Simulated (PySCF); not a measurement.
Excitations are Tamm–Dancoff values on a coarser integration grid. The basis has no diffuse functions, so Rydberg states are missing or too high.

Z-matrix (Å, degrees):
```
N
C 1 1.4334
H 2 1.1018 1 111.41
H 2 1.1113 3 106.80 1 122.89
H 2 1.1119 3 107.04 4 113.57
C 1 1.4337 2 113.76 3 179.50
H 6 1.1016 1 111.37 2 -178.66
H 6 1.1113 7 106.73 1 -122.71
H 6 1.1119 7 107.18 8 -113.60
In 1 2.0324 2 123.33 3 -2.40
N 10 2.0385 1 118.15 2 9.03
H 11 1.0168 10 115.61 1 -155.83
H 11 1.0172 12 107.77 10 -130.37
N 10 2.0390 1 117.14 2 177.94
H 14 1.0168 10 115.68 1 162.25
H 14 1.0171 15 107.75 10 130.20
```
Charge 0, spin multiplicity 1.

What is the computed dipole moment, LUMO, S1 excitation (TDA), T1 excitation (TDA) and brightest of the four lowest singlets (TDA) (PBE-D3(BJ)/def2-TZVP // PBE0-D3(BJ)/def2-SVP (PySCF))?


```yaml
dipole_moment: 1.98 D
LUMO: -1.67 eV
S1 excitation (TDA): 2.94 eV
T1 excitation (TDA): 2.67 eV
brightest of the four lowest singlets (TDA): 4.33 eV
```
